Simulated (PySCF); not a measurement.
**Solvent effects on NMR parameters**

Structure with atom numbers: `[CH2:1]=[C:2](/[CH:3]=[CH:4]\[CH3:5])[c:6]1[s:7][cH:8][cH:9][c:10]1[CH3:11]`. Each H is labelled by its parent atom. Ha(C1) is cis to C3; Hb(C1) is trans to C3.

GIAO PBE0/pcSseg-1 in PySCF 2.14 on one PBE0-D3(BJ)/def2-SVP conformer, non-relativistic, equivalent nuclei averaged. Solvents enter as an IEF-PCM continuum (chloroform with ε = 4.7, tetrahydrofuran with ε = 7.4) around the gas-phase geometry. Shifts are referred to TMS, CS2 computed in the same medium.

In chloroform, δ in ppm: C6 150.2, C2 147.6, C4 142.3, C10 140.3, C3 139.8, C9 135.9, C8 134.1, C1 129.6, C5 19.2, C11 17.2, S7 227.5, H(C8) 7.34, H(C9) 7.12, H(C3) 6.48. Dipole moment 1.27 D.

(1) How does each δ change in the more polar medium?

(2) Which nuclei move most (in ppm), and what does the model miss?

Results:

(1) 
```json
{"atoms": "C6", "environment": "substituted aromatic carbon next to the ring sulfur", "Δδ, tetrahydrofuran": "0.0"}
{"atoms": "C2", "environment": "fully substituted alkene carbon", "Δδ, tetrahydrofuran": "+0.1"}
{"atoms": "C4", "environment": "alkene CH", "Δδ, tetrahydrofuran": "+0.3"}
{"atoms": "C10", "environment": "substituted aromatic carbon", "Δδ, tetrahydrofuran": "+0.4"}
{"atoms": "C3", "environment": "alkene CH", "Δδ, tetrahydrofuran": "0.0"}
{"atoms": "C9", "environment": "aromatic CH", "Δδ, tetrahydrofuran": "+0.3"}
{"atoms": "C8", "environment": "aromatic CH next to the ring sulfur", "Δδ, tetrahydrofuran": "+0.2"}
{"atoms": "C1", "environment": "terminal =CH2 carbon", "Δδ, tetrahydrofuran": "+0.3"}
{"atoms": "C5", "environment": "allylic methyl carbon", "Δδ, tetrahydrofuran": "+0.1"}
{"atoms": "C11", "environment": "methyl carbon on an aromatic ring", "Δδ, tetrahydrofuran": "+0.1"}
{"atoms": "S7", "environment": "aromatic ring sulfur", "Δδ, tetrahydrofuran": "-1.1"}
{"atoms": "H(C8)", "environment": "hydrogen on an aromatic CH next to the ring sulfur", "Δδ, tetrahydrofuran": "+0.03"}
{"atoms": "H(C9)", "environment": "hydrogen on an aromatic CH", "Δδ, tetrahydrofuran": "+0.03"}
{"atoms": "H(C3)", "environment": "hydrogen on an alkene CH", "Δδ, tetrahydrofuran": "+0.02"}
```

Changes are relative to chloroform. The dipole moment becomes 1.32 D in tetrahydrofuran.

(2) S7 (aromatic ring sulfur, -1.1 ppm) in tetrahydrofuran. A continuum only polarises the solute; specific hydrogen bonds, the anisotropy of aromatic solvents and changes of geometry or conformer are outside it.
